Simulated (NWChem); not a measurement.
System: BeSiH$_{4}$O; SMILES [BeH][O][SiH3]

The following NWChem deck was run.

```
start job
memory heap 200 mb stack 900 mb global 1100 mb
geometry units angstroms noautoz
  Be    -0.038030    -2.133734     0.009149
  H     -0.049761    -3.462201     0.014106
  O     -0.026798    -0.726055     0.003105
  Si    -0.012947     0.919300    -0.001777
  H     -0.644670     1.435676    -1.245465
  H      1.385504     1.421391     0.067099
  H     -0.766480     1.443403     1.168713
end
basis spherical
  * library def2-svp
end
dft
  xc mn15-l
  iterations 150
  mulliken
end
task dft energy
```

All runs use the structure optimised with B3LYP/6-31G* (spherical d).

Q: What results follow from this input? (MN15-L/def2-SVP.) Quantities: energy (Ha); highest occupied level (eV); orbital gap (eV); dipole (D).

A: 
```
Item                           Value
---------------------------  -------
energy (Ha)                  -381.62
highest occupied level (eV)    -8.12
orbital gap (eV)                7.90
dipole (D)                      0.46
```
